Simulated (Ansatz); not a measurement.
System: MnCl, charge 0, multiplicity 7. The spin state was set by rule; other spins were not relaxed. 
Geometry from a B3LYP-D3(BJ)/def2-TZVP (Ansatz, an electronic-structure program) optimisation:
```xyz
2

Mn     0.0000     0.0000    -0.9119
Cl     0.0000     0.0000     1.3410
```
Charge 0, spin multiplicity 7.

Total electronic energies in hartree. Correlated levels leave the core frozen unless marked. UHF or UKS for open shells. Spin-orbit coupling is left out. The frozen core is the preceding noble-gas configuration, with the filled d and f shells of earlier blocks. Non-relativistic. CBS(X,Y): correlation extrapolated as X^-3; Hartree-Fock from the larger set. The bracket is a focal-point correction in the basis named.

```
level                                                              program  energy (Eh)
----------------------------------------------------------  --------------  -----------
HF/def2-SVPD                                                        Ansatz  -1609.14316
SVWN5/def2-TZVPD                                                    Ansatz  -1607.41451
PBE0/6-31G*                                                         Ansatz  -1610.72704
PBE0-D3(BJ)/def2-TZVPD                                      Ansatz + dftd3  -1610.90144
r2SCANh/def2-TZVPD                                                  Ansatz  -1611.20888
r2SCAN0/def2-TZVPD                                                  Ansatz  -1611.19692
HSE06-D4/def2-TZVPD                                         Ansatz + dftd4          [?]
RPA@PBE/def2-QZVPP                                                  Ansatz  -1610.01570
MP2/def2-QZVPPD                                                     Ansatz  -1609.80284
RI-MP2/def2-TZVPP                                                   Ansatz  -1609.73759
SCS-MP2/def2-SVPD                                                   Ansatz  -1609.31693
SCS-MP2/def2-TZVPP                                                  Ansatz  -1609.67777
CCSD/STO-3G                                                         Ansatz  -1592.33842
RI-MP2/CBS(def2-TZVPP,def2-QZVPP)+[CCSD(T)-MP2]/def2-QZVPP          Ansatz   -1609.8598
CCSD(T)/CBS(def2-TZVPPD,def2-QZVPPD)                                Ansatz   -1609.8600
```

Some entries are withheld; supply them.


- HSE06-D4/def2-TZVPD, energy (Eh): -1610.88731
